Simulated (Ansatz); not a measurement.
```xyz
11

Si   -1.1416    0.3343   -1.2121
Si    0.1498    1.3608    0.4610
S     1.9779    0.3213    0.8860
Ga    1.2679   -1.7603    0.9567
H    -2.2111   -0.5214   -0.6361
H    -1.7805    1.3808   -2.0568
H    -0.2653   -0.5063   -2.0732
H    -0.6579    1.5223    1.7013
H     0.5583    2.7173    0.0077
H     2.3506   -2.8302    1.2885
H    -0.2481   -2.0186    0.6770
```

Charge 0, multiplicity 1.

(1) List the CAM-B3LYP/def2-TZVPP orbital energies in eV (Ansatz 0.2.0). (Best estimate.)

Results:

(1) Ansatz gave: Occupied: -10140.16, -2419.47, -1801.44, -1800.91, -1251.82, -1109.12, -1109.01, -1108.99, -217.54, -162.07, -162.02, -161.97, -152.12, -145.97, -145.53, -105.61, -105.36, -105.29, -101.33, -101.28, -101.28, -100.84, -100.84, -100.84, -25.42, -25.29, -25.21, -25.19, -25.14, -21.55, -17.43, -15.72, -14.26, -11.94, -11.79, -11.19, -10.97, -10.47, -10.10, -9.38, -8.72. Lowest empty: -0.83, 0.57, 0.95, 1.19, 1.54, 1.90, 2.46, 2.78.
